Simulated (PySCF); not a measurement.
Shifts of the heteroatoms

Molfile (atoms numbered from 1):
```
C7H5F2P
     RDKit          3D

 15 15  0  0  0  0  0  0  0  0999 V2000
    2.6780   -0.0010   -1.2022 F   0  0  0  0  0  0  0  0  0  0  0  0
    3.0326   -0.3735    0.0396 C   0  0  0  0  0  0  0  0  0  0  0  0
    2.0022   -0.5757    1.3438 P   0  0  0  0  0  0  0  0  0  0  0  0
    0.3888   -0.2168    0.5514 C   0  0  0  0  0  0  0  0  0  0  0  0
   -0.0665   -0.8516   -0.5994 C   0  0  0  0  0  0  0  0  0  0  0  0
   -1.3140   -0.5512   -1.1155 C   0  0  0  0  0  0  0  0  0  0  0  0
   -2.1315    0.3727   -0.4847 C   0  0  0  0  0  0  0  0  0  0  0  0
   -1.7060    1.0060    0.6712 C   0  0  0  0  0  0  0  0  0  0  0  0
   -0.4571    0.6966    1.1698 C   0  0  0  0  0  0  0  0  0  0  0  0
   -0.0167    1.3054    2.2926 F   0  0  0  0  0  0  0  0  0  0  0  0
    4.1031   -0.5080    0.1230 H   0  0  0  0  0  0  0  0  0  0  0  0
    0.5625   -1.5796   -1.0898 H   0  0  0  0  0  0  0  0  0  0  0  0
   -1.6513   -1.0434   -2.0148 H   0  0  0  0  0  0  0  0  0  0  0  0
   -3.1049    0.6018   -0.8906 H   0  0  0  0  0  0  0  0  0  0  0  0
   -2.3236    1.7263    1.1837 H   0  0  0  0  0  0  0  0  0  0  0  0
  1  2  1  0
  2  3  2  0
  3  4  1  0
  4  5  2  0
  5  6  1  0
  6  7  2  0
  7  8  1  0
  8  9  2  0
  9 10  1  0
  9  4  1  0
  2 11  1  0
  5 12  1  0
  6 13  1  0
  7 14  1  0
  8 15  1  0
M  END
```

PySCF 2.14 calculation with shielding tensors at PBE0/pcSseg-1 (GIAO) and structure optimised with GFN2-xTB; no solvent model, no relativistic terms, single conformer.

Problem. Predict the 19F NMR data.

Solution. 
| atoms | environment | σ (ppm) | δ (ppm) |
| --- | --- | --- | --- |
| F1 | fluorine bonded to C | 209.9 | -43.3 |
| F10 | aryl fluorine | 276.2 | -103.2 |

Shieldings were converted by a linear fit to measured shifts: 19F: δ = 146.13 − 0.903σ +14.6 on sp3 carbon (rms 6.0 ppm, 223 shifts, 7.0 ppm with the 5 outliers that the fit left out vs CFCl3, solution or neat liquid). A few per cent of atoms miss by over 2 rms, more outside the fitted compound classes.

On a 500 MHz spectrometer 19F resonates near 470.5 MHz, so 1 ppm is 470.5 Hz.

Problem. Where does 31P resonate?

Solution. 
```
atoms               environment  σ (ppm)  δ (ppm)
   P3  phosphorus bonded to 2 C    163.9    134.3
```

Shieldings were converted by a linear fit to measured shifts: 31P (scatter 18.1 ppm rms vs H3PO4, solution or neat liquid). A few per cent of atoms miss by over 2 rms, more outside the fitted compound classes.

On a 300 MHz spectrometer 31P resonates near 121.4 MHz, so 1 ppm is 121.4 Hz.
